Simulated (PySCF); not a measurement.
Unknowns

Non-relativistic Hamiltonian, a single conformation, no solvent model, one averaged value for each set of equivalent atoms. Geometry from GFN2-xTB; B3LYP/pcJ-1 coupling constants; σ from GIAO-PBE0/pcSseg-1; PySCF.

δ = σ(ref) − σ, references computed at the same level: ¹H (σref 31.72), ¹³C (σref 186.93) vs TMS. Multiplet labels drop J under 1 Hz and among equivalent protons, and merge close values. Unscaled 3J(H,H) run several per cent high. Where no couplings were computed, multiplicities follow the n + 1 count of equivalent neighbours, and m marks all less simple cases (inequivalent or close neighbours, rings, F or P nearby). Shifts are as computed. Against solution values, carbons near 30 ppm lie about +3 ppm off and those near 130 ppm about +5 ppm. Of 1211 compounds with measured shifts, 218 miss one by over three times the rms of a fit or turn the order of signals round; such compounds aren't used in these exercises.

Task: C$_{7}$HN. ¹H NMR (400 MHz, computed): δ 1.31 (s, 1H). ¹³C{¹H} NMR (computed): δ 112.6 (C), 75.1 (CH), 74.4 (C), 72.5 (C), 70.6 (C), 65.3 (C), 54.2 (C). What is it?

Result: Cyanopolyynes. Rings plus π bonds: 8 (no ring in the answer). 7 carbon signals for 7 carbons: no two carbons are equivalent. Carbon types of the structure: 6 × C, 1 × CH, which accounts for all hydrogens. δC 112.6: nitrile carbon; C≡N carbons fall here, among the sp2 signals but without a proton. δC 75.1: terminal alkyne carbon; the triple bond shields along its axis, which puts it between sp3 and sp2 carbons. δC 74.4, 72.5, 70.6, 65.3, 54.2: alkyne carbon; the triple bond shields along its axis, which puts it between sp3 and sp2 carbons. δH 1.31: hydrogen on a terminal alkyne carbon; it lies on the axis of the triple bond, in its shielding cone.

This is the structure that produced the data.

Task: C$_{3}$H$_{5}$N$_{3}$OSi. ¹H NMR (300 MHz, computed): δ 10.60 (s, 1H), 8.44 (s, 1H), 5.40 (s, 3H). ¹³C{¹H} NMR (computed): δ 191.2 (CH), 155.0 (C), 137.6 (CH). Give a structure.

Result: `O=CC1=CN([SiH3])N=N1`. Rings plus π bonds: 4 (1 ring in the answer). 3 carbon signals for 3 carbons: no two carbons are equivalent. Carbon types of the structure: 1 × C, 2 × CH, leaving 3 H on heteroatoms. δC 191.2: aldehyde carbonyl carbon; the double bond to the heteroatom, with no lone-pair donor beside it, deshields it most. δC 155.0: substituted aromatic carbon next to a ring nitrogen. δC 137.6: aromatic CH next to a ring nitrogen. δH 10.60: hydrogen on an aldehyde carbonyl carbon; the formyl region, downfield of aromatic protons.

The data come from this structure; uniqueness wasn't tested.
